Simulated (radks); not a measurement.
Values are calculated unless marked as measured or tabulated.
Problem. Code: a radial shooting solver on a logarithmic mesh with Libxc functionals. Model: Dirac Kohn-Sham, LDA (Slater exchange, Perdew-Wang correlation), spin-unpolarised, spherical densities, finite nucleus; open shells fill j = l - 1/2 first; Fermi nuclear charge, rms radius of each element as measured or else 0.836 A^(1/3) + 0.57 fm. Each species is in its NIST ground configuration. Rank Ti+, Ni+, Co+, Cu+, Fe+, Sc+, Cr+, V+, Mn+, Zn+ by radius at which the density is 0.001 e/bohr^3 (bohr), largest first.

Solution. Sc+ 4.26, Ti+ 4.18, Mn+ 3.94, Fe+ 3.87, V+ 3.68, Cr+ 3.62, Zn+ 3.62, Co+ 3.43, Ni+ 3.37, Cu+ 3.31.
